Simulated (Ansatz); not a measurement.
B(F)(H)(OAc) (C2H4BFO2), SMILES CC(=O)OBF.

The structure is a stationary point at B3LYP-D3(BJ)/def2-SVP. The structure was generated by enumeration, and PubChem lists no compound with its InChIKey, so it may never have been made. One conformer was computed; it need not be the lowest.

Two levels are set side by side: PBE/def2-SVPD (Ansatz, an electronic-structure program) and CAM-B3LYP/def2-SVPD (Ansatz). Energy differences of separate SCF runs at the same geometry; the states with an electron removed or added have multiplicity 2 and 2. Differences are taken from unrounded values.

```tsv
quantity	PBE
vertical ionisation energy (eV)	10.51
vertical singlet–triplet gap (eV)	4.76
```

Problem. These are the PBE values. What does CAM-B3LYP give? (Estimate from the structure and the level; the computed values follow.)

Solution. 
```
quantity                           CAM-B3LYP  PBE minus CAM-B3LYP
---------------------------------  ---------  -------------------
vertical ionisation energy (eV)        11.09                -0.58
vertical singlet–triplet gap (eV)       4.96                -0.20
```
